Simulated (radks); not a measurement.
The nuclear charge of neutral molybdenum is varied continuously with 42 electrons held in [Kr] 4d5 5s1. All-electron calculation, scalar-relativistic Kohn-Sham, r2SCAN, spin-polarised, spherical densities, finite nucleus; open shells are filled with parallel spins first (spin-orbit coupling, left out, can overturn this in heavy ions); meta-GGA in the generalised Kohn-Sham scheme; Fermi nuclear charge, rms radius 4.4091 fm. Program: a radial shooting solver on a logarithmic mesh with Libxc functionals. By the Hellmann-Feynman theorem dE/dZ = E(electron-nucleus)/Z, the electronic potential at the nucleus (averaged over a nucleus of fixed radius). The scalar-relativistic energy here is not variational (the density holds large components alone), so the two differ by a part that grows with Z.

\begin{tabular}{lrrrrr}
Z & E (hartree) & E(electron-nucleus)/Z (hartree) & HOMO & e(HOMO) (eV) & <r> HOMO (bohr) \\ \hline
41.8 & -4002.93304 & -230.853 & 4d & -3.057 & 2.043 \\
42 & -4049.36168 & -232.375 & 4d & -4.819 & 1.955 \\
42.2 & -4096.09621 & -233.894 & 5s & -6.222 & 3.303 \\
42.4 & -4143.13628 & -235.412 & 5s & -7.653 & 3.198 \\
42.6 & -4190.48161 & -236.928 & 5s & -9.166 & 3.102 \\
42.8 & -4238.13200 & -238.443 & 5s & -10.758 & 3.015 \\
43 & -4286.08732 & -239.958 & 5s & -12.427 & 2.933 \\
\end{tabular}

The central difference of E at Z = 42 is -232.908 hartree, to compare with the third column; the second derivative is -7.65 hartree.
